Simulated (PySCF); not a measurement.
The numbers are results of PySCF with B3LYP-D3(BJ)/def2-TZVP // B3LYP-D3(BJ)/def2-SVP, not measurements. Gas-phase values, no solvent. One relaxed conformer stands for a flexible species; it need not be the lowest. B3LYP has the VWN-RPA correlation part, as in Gaussian. Delta-SCF ions had no search for a lower state. Excitations are Tamm–Dancoff values on a coarser integration grid. The basis has no diffuse functions, so Rydberg states are missing or too high.

Reference species (SMILES): `N[Si](N)(N)N` (neutral, multiplicity 1).

The T1 excitation (TDA) is 5.71 eV and the vertical ionisation energy (Delta-SCF) is 8.63 eV. The HOMO–LUMO gap is 6.92 eV.

Changed species: `N[Si](N)(CC)N` (1 of 4 NH2 replaced by C2H5; the reference has 0 of 4 NH2 replaced by C2H5).

Question: Predict the effect on the T1 excitation (TDA), vertical ionisation energy (Delta-SCF) and HOMO–LUMO gap.

Answer: the T1 excitation (TDA) goes up by 0.11 eV, to 5.82 eV; the vertical ionisation energy (Delta-SCF) rises by 0.10 eV, to 8.73 eV; the HOMO–LUMO gap rises by 0.15 eV, to 7.07 eV.
